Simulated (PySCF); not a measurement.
H$_{5}$AlAs$_{2}$ (SMILES [AsH2][AlH][AsH2]), singlet, at a GFN2-xTB geometry (such geometries of metal compounds can be far from the true shape), with bond 3-2 at 1.8 times its length; CASSCF(4,3)/STO-3G in PySCF.

Input for PySCF:
```python
from pyscf import gto, scf, mcscf
import numpy

mol = gto.Mole()
mol.atom = '''
    Al    0.731234    0.002213   -0.474460
    As    0.310237   -2.049183    0.737094
    H    -2.149894   -1.659253   -0.433317
    H    -0.116813   -1.037637    1.800024
    As   -0.639743    1.990481   -0.569262
    H     0.694434    2.628219   -0.898697
    H    -0.245250    2.032098    0.906647
    H     2.091800    0.118278   -1.265337
'''
mol.basis = 'sto-3g'
mol.charge = 0
mol.spin = 0
mol.verbose = 4
mol.build()

mf = scf.RHF(mol)
mf.kernel()
mc = mcscf.CASSCF(mf, 3, 4)
mc.kernel()
occ = numpy.linalg.eigvalsh(mc.fcisolver.make_rdm1(mc.ci, mc.ncas, mc.nelecas))[::-1]
ss = mc.fcisolver.spin_square(mc.ci, mc.ncas, mc.nelecas)[0]
print('natural occupations', occ.round(4), ' <S^2>', round(ss, 4))
```

Predict the main parts of the log of this PySCF run.


```
PySCF version 2.14.0

[INPUT] verbose = 4
[INPUT] num. atoms = 8
[INPUT] num. electrons = 84
[INPUT] charge = 0
[INPUT] spin (= nelec alpha-beta = 2S) = 0
[INPUT] symmetry False subgroup None
[INPUT] Mole.unit = angstrom
[INPUT] Symbol           X                Y                Z      unit          X                Y                Z       unit  Magmom
[...]
nuclear repulsion = 403.556773267777
number of shells = 26
number of NR pGTOs = 150
number of NR cGTOs = 50
basis = sto-3g
ecp = {}

******** <class 'pyscf.scf.hf.RHF'> ********
method = RHF
initial guess = minao
damping factor = 0
level_shift factor = 0
DIIS = <class 'pyscf.scf.diis.CDIIS'>
diis_start_cycle = 1
diis_space = 8
diis_damp = 0
SCF conv_tol = 1e-09
SCF conv_tol_grad = None
SCF max_cycles = 50
direct_scf = True
direct_scf_tol = 1e-13
Set gradient conv threshold to 3.16228e-05
Initial guess from minao.
init E= -4653.67103307375
[...]
cycle= 1 E= -4659.91090680457  delta_E= -6.24  |g|= 0.693  |ddm|= 3.18
[...]
cycle= 2 E= -4660.12941280497  delta_E= -0.219  |g|= 0.403  |ddm|= 2.65
[...]
cycle= 3 E= -4660.27092828963  delta_E= -0.142  |g|= 0.0822  |ddm|= 1.32
[...]
cycle= 4 E= -4660.2761641641  delta_E= -0.00524  |g|= 0.0177  |ddm|= 0.222
[...]
cycle= 5 E= -4660.27651481992  delta_E= -0.000351  |g|= 0.00462  |ddm|= 0.066
[...]
cycle= 6 E= -4660.27655028991  delta_E= -3.55e-05  |g|= 0.00195  |ddm|= 0.0206
[...]
cycle= 7 E= -4660.27655980348  delta_E= -9.51e-06  |g|= 0.000576  |ddm|= 0.0133
[...]
cycle= 8 E= -4660.27656076533  delta_E= -9.62e-07  |g|= 0.000168  |ddm|= 0.00441
[...]
cycle= 9 E= -4660.27656084829  delta_E= -8.3e-08  |g|= 3.66e-05  |ddm|= 0.00146
[...]
cycle= 10 E= -4660.27656085107  delta_E= -2.78e-09  |g|= 6.7e-06  |ddm|= 0.000232
[...]
cycle= 11 E= -4660.27656085113  delta_E= -6.18e-11  |g|= 1.12e-06  |ddm|= 3.14e-05
[...]
Extra cycle  E= -4660.27656085113  delta_E=    0  |g|= 5.01e-07  |ddm|= 3.49e-06
converged SCF energy = -4660.27656085113

******** <class 'pyscf.mcscf.mc1step.CASSCF'> ********
CAS (2e+2e, 3o), ncore = 40, nvir = 7
max_cycle_macro = 50
max_cycle_micro = 4
conv_tol = 1e-07
conv_tol_grad = None
orbital rotation max_stepsize = 0.02
orbital rotation threshold for CI restart = 0.01
augmented hessian ah_max_cycle = 30
augmented hessian ah_conv_tol = 1e-12
augmented hessian ah_linear dependence = 1e-14
augmented hessian ah_level shift = 1e-08
augmented hessian ah_start_tol = 2.5
augmented hessian ah_start_cycle = 3
augmented hessian ah_grad_trust_region = 3
[...]
CASCI E = -4660.39007300403  S^2 = 0.0000000
[...]
macro iter  16 (  7 JK    2 micro), CASSCF E = -4660.39697167618  dE = -2.03597356e-05  S^2 = 0.0000000
               |grad[o]|=0.0003  |grad[c]|=0.00364  |ddm|=0.000498  |maxRot[o]|=0.0699
macro iter  17 (  7 JK    2 micro), CASSCF E = -4660.39699464924  dE = -2.29730667e-05  S^2 = 0.0000000
               |grad[o]|=0.000306  |grad[c]|=0.00326  |ddm|=0.000569  |maxRot[o]|=0.0699
macro iter  18 (  7 JK    2 micro), CASSCF E = -4660.39701958648  dE = -2.49372370e-05  S^2 = 0.0000000
               |grad[o]|=0.000313  |grad[c]|=0.00287  |ddm|=0.000618  |maxRot[o]|=0.0699
macro iter  19 (  7 JK    2 micro), CASSCF E = -4660.39704558407  dE = -2.59975859e-05  S^2 = 0.0000000
               |grad[o]|=0.000316  |grad[c]|=0.00251  |ddm|=0.000649  |maxRot[o]|=0.0699
macro iter  20 (  7 JK    2 micro), CASSCF E = -4660.39707157493  dE = -2.59908629e-05  S^2 = 0.0000000
               |grad[o]|=0.000312  |grad[c]|=0.00227  |ddm|=0.000657  |maxRot[o]|=0.0699
macro iter  21 (  7 JK    2 micro), CASSCF E = -4660.39709612478  dE = -2.45498522e-05  S^2 = 0.0000000
               |grad[o]|=0.000301  |grad[c]|=0.00217  |ddm|=0.000623  |maxRot[o]|=0.0699
macro iter  22 (  7 JK    2 micro), CASSCF E = -4660.39711782119  dE = -2.16964072e-05  S^2 = 0.0000000
               |grad[o]|=0.000279  |grad[c]|=0.00228  |ddm|=0.000558  |maxRot[o]|=0.0699
macro iter  23 (  7 JK    2 micro), CASSCF E = -4660.39713526375  dE = -1.74425577e-05  S^2 = 0.0000000
               |grad[o]|=0.000243  |grad[c]|=0.00268  |ddm|=0.000442  |maxRot[o]|=0.0699
macro iter  24 (  7 JK    2 micro), CASSCF E = -4660.39714692602  dE = -1.16622759e-05  S^2 = 0.0000000
               |grad[o]|=0.000189  |grad[c]|=0.00336  |ddm|=0.00032  |maxRot[o]|=0.0693
macro iter  25 (  6 JK    1 micro), CASSCF E = -4660.39715142976  dE = -4.50374228e-06  S^2 = 0.0000000
               |grad[o]|=0.000117  |grad[c]|=0.00422  |ddm|=0.000261  |maxRot[o]|=0.0754
macro iter  26 (  3 JK    1 micro), CASSCF E = -4660.39715146495  dE = -3.51874405e-08  S^2 = 0.0000000
               |grad[o]|=6.79e-05  |grad[c]|=5.4e-05  |ddm|=6.51e-05  |maxRot[o]|=0.00688
1-step CASSCF converged in  26 macro (191 JK  53 micro) steps
CASSCF canonicalization
Density matrix diagonal elements [1.98761108 1.4680272  0.54436172]
CASSCF energy = -4660.39715146495
CASCI E = -4660.39715146495  E(CI) = -3.46421576629473  S^2 = 0.0000000
natural occupations [1.9994 1.4583 0.5422]  <S^2> 0.0
```
